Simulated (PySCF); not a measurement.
## Ba⁺: excitation energy

Ba⁺ [Xe] 6s1 (2S) → Ba⁺ [Xe] 5d1 (2D), as a difference of total energies. Computed with PySCF 2.14 in aug-cc-pwCVTZ-X2C with one added diffuse shell each of s, p, d, f type (12s11p9d5f, 125 functions), with the spin-free X2C one-electron Hamiltonian (Gaussian nucleus). Correlated levels: valence and next inner shell: [Kr] 4d10 frozen. The calculations carry no spin-orbit coupling.

Q: Order these methods by the excitation energy they give, lowest first.
A. PBE
B. MP2 (valence and next inner shell)
C. SCS-MP2 (valence and next inner shell)
D. PBE0

A: D (0.437 eV), A (0.468 eV), C (0.812 eV), B (0.857 eV).

Errors of the correlated levels include the incompleteness of this basis and the frozen core.

For comparison: 0.664 eV (measured; NIST levels, between the centres of gravity of the two terms).
